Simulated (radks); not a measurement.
Values are calculated unless marked as measured or tabulated.
Excited configurations of Zr II: one electron is placed in a higher orbital outside [Kr] 4d2. The ground configuration is [Kr] 4d2 5s1. Code: a radial shooting solver on a logarithmic mesh with Libxc functionals. Model: scalar-relativistic Kohn-Sham, PBE, spin-unpolarised, spherical densities, finite nucleus; Fermi nuclear charge, rms radius 4.2694 fm. Excitation = E - E(ground); binding = E(ion) - E, where the ion is the core of charge +2; n* = 2/sqrt(2 binding) in atomic units, and the quantum defect is n - n*.

| outer orbital | excitation (eV) | binding (eV) | n* | quantum defect | eigenvalue (eV) |
|---|---|---|---|---|---|
| 4f | 9.371 | 3.569 | 3.905 | 0.095 | -2.496 |
| 5p | 3.716 | 9.225 | 2.429 | 2.571 | -6.849 |
| 6s | 7.096 | 5.844 | 3.052 | 2.948 | -4.614 |
| 6d | 9.806 | 3.135 | 4.167 | 1.833 | -2.415 |
| 6f | 11.198 | 1.742 | 5.589 | 0.411 | -1.359 |
| 7s | 9.532 | 3.408 | 3.996 | 3.004 | -2.726 |
| 7p | 10.059 | 2.882 | 4.346 | 2.654 | -2.302 |
| 7f | 11.645 | 1.295 | 6.482 | 0.518 | -1.036 |

The Delta-SCF ionisation energy is 12.940 eV (NIST Atomic Spectra Database: 13.130 eV, measured). Self-interaction in the functional shifts the binding energies and quantum defects, so they are the method's values and not measured ones. Spin polarisation and multiplet splitting are left out, so open shells lie too high by an amount that depends on their filling.

Beside tabulated values, note that spin-unpolarised runs miss the spin-polarisation part of the exchange energy of open shells.
